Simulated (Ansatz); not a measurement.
Species: GeH2, charge 0, triplet. This triplet is an excited state, 1.0 eV above the singlet at CCSD(T)/cc-pV5Z (Ansatz, an electronic-structure program). GeH2 (SMILES [GeH2], triplet).
B3LYP-D3(BJ)/def2-TZVP minimum from Ansatz:
```xyz
3

Ge    -0.0012    -0.0007     0.0457
H     -0.0059    -1.3267    -0.7516
H      0.0436     1.3479    -0.7116
```
Charge 0, spin multiplicity 3.

Total energies in cc-pV5Z, 6 correlated electrons, 14 frozen orbitals. UHF or UKS for unpaired electrons; spin-orbit terms are left out. Cores are frozen in correlated methods (noble-gas shells, and filled d and f shells in the p block). No relativity. The spin of H2Ge ([GeH2], triplet) was assumed, and the state is the lowest solution found for it.

```json
[
 {"method": "HF", "program": "Ansatz", "energy (Eh)": "-2076.50529", "minus CCSDT(Q) (mEh)": "117.03"},
 {"method": "MP2", "program": "Ansatz", "energy (Eh)": "-2076.59978", "minus CCSDT(Q) (mEh)": "22.55"},
 {"method": "CCSD", "program": "Ansatz", "energy (Eh)": "-2076.61821", "minus CCSDT(Q) (mEh)": "4.11"},
 {"method": "CCSD(T)", "program": "Ansatz", "energy (Eh)": "-2076.62159", "minus CCSDT(Q) (mEh)": "0.74"},
 {"method": "CCSDT(Q)", "program": "Ansatz", "energy (Eh)": "-2076.62233", "minus CCSDT(Q) (mEh)": "0.00"}
]
```
